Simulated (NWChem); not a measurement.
Species: Si₂NH₆Cl; SMILES N[SiH2][SiH2]Cl

```xyz
10

Si    -0.9171     0.6741     0.2396
Cl     0.6459     1.9804    -0.2872
Si    -0.3043    -1.5389    -0.3214
N      1.1753    -2.1317     0.3775
H     -1.1402     0.8571     1.7006
H     -2.1380     1.1474    -0.4703
H     -1.4108    -2.4299     0.1295
H     -0.1697    -1.6071    -1.8010
H      1.2072    -2.2992     1.3771
H      2.0488    -1.7196     0.0676
```
Atoms are numbered in this order, from 1.

Results from NWChem. Pople sets run with spherical d functions. STO-3G and 3-21G are far too small for this property and stand as cheap habits. Coordinates come from a B3LYP/6-31G* (spherical d) optimisation. Field at 589 nm.

| level | isotropic polarisability (bohr³) | anisotropy (bohr³) | relative time |
|---|---|---|---|
| B3LYP/STO-3G | 34.6 | 13.8 | 1 |
| B3LYP/6-31G* | 65.6 | 20.8 | 5 |
| B3LYP/def2-SVP | 68.8 | 17.8 | 5 |
| B3LYP/def2-SVPD | 84.8 | 23.8 | 20 |
| B3LYP/aug-cc-pVDZ | 86.2 | 25.1 | 70 |

Relative times are rough (shared machine, one core).
